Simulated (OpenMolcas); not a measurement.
**Au6+: effect of the IPEA shift**

```json
{
  "Program": "OpenMolcas 26.06",
  "Basis": "ANO-RCC-VTZP [8s7p5d3f1g]",
  "Scalar Hamiltonian": "DKH2, point nucleus",
  "Active space": "11 electrons in 8 orbitals (RAS1 5p, at most 2 holes; RAS2 5d)",
  "State averaging": "2S+1 = 6 even, 1 root; 2S+1 = 4 even, 24 roots; 2S+1 = 2 even, 75 roots",
  "Spin-orbit coupling": "state interaction with AMFI integrals over the reference wave functions, term energies averaged over their components"
}
```

Methods on the same reference wave functions:
A. RASSCF
B. MS-RASPT2, IPEA 0 Eh, imaginary shift 0.1 Eh (closed shells correlated: 5s)
C. MS-RASPT2, IPEA 0.25 Eh, imaginary shift 0.1 Eh (closed shells correlated: 5s)

Energies in cm-1 above 5d5 6S 5/2.

| Level | A | B | C |
| --- | --- | --- | --- |
| 5d5 6S 5/2 [73 %] | 0.0 | 0.0 | 0.0 |
| 5d5 4G 7/2 [55 %] | 31050 | 27430 | 27850 |
| 5d5 4G 11/2 [67 %] | 33371 | 29440 | 29880 |
| 5d5 4G 9/2 [73 %] | 35162 | 31300 | 31690 |
| 5d5 4P 1/2 [59 %] | 35914 | 33400 | 33850 |
| 5d5 4D 1/2 [68 %] | 48813 | 45350 | 45790 |
| 5d5 2I 11/2 [66 %] | 49862 | 44770 | 45370 |
| 5d5 2I 13/2 | 55433 | 49720 | 50390 |
| 5d5 2H 9/2 [52 %] | 61703 | 57410 | 57990 |
| 5d5 2G 7/2(1) [54 %] | 64811 | 58780 | 59630 |
| 5d5 2F 7/2(1) [54 %] | 69382 | 64900 | 65690 |
| 5d5 2S 1/2 [73 %] | 72865 | 66420 | 67440 |
| 5d5 2H 11/2 [66 %] | 76240 | 71580 | 72240 |
| 5d5 2D 3/2(2) [69 %] | 81031 | 75480 | 76270 |
| 5d5 2G 9/2(2) | 91054 | 83710 | 84570 |
| 5d5 2G 7/2(2) [73 %] | 94948 | 87680 | 88550 |
| 5d5 2P 3/2 | 101052 | 92060 | 92960 |
| 5d5 2P 1/2 | 108928 | 99930 | 100900 |
| 5d5 2D 5/2(3) | 115675 | 108230 | 108890 |
| 5d5 2D 3/2(3) [73 %] | 119927 | 111930 | 112640 |

Between B and C the level of the table that moves most is 5d5 2S 1/2 [73 %], by 1000 cm-1 (lowest in B, highest in C). Moves below CASPT2's spread within the term are not significant.

From A to B the spin-free energies of the other terms of 5d5 shown, above 6S, scale by factors of 0.87 to 0.95, as is usual when dynamic correlation screens the repulsion within a d or f shell.

The lowest spin-free term lies below A's lowest term by 0.252 hartree in B, 0.246 hartree in C.

CASPT2 does not keep the components of a term degenerate, so their means are used; among the terms shown or strongly mixed into the levels shown the widest spread is 530 cm-1 (5d5 4F, C). Active for correlation alone: 5p; no level in the range computed is led by a configuration that opens it, so any true level of that kind is missing. Without dynamic correlation excited terms often stand tens of per cent too high (terms of higher spin than the ground term too low), and those without a measured partner can miss by more than the paired ones (holds for A). Blocks of more than 70 roots (2S+1 = 2 even) ran without multistate coupling (holds for B; C). Only configurations of the active space appear. Levels that lie high or do not pair safely by name in every column are left out.

A share in square brackets marks a mixed level and gives the weight of the term that names it, the lowest over the columns. A number in round brackets counts repeated terms of one configuration in the order of the reference energies.
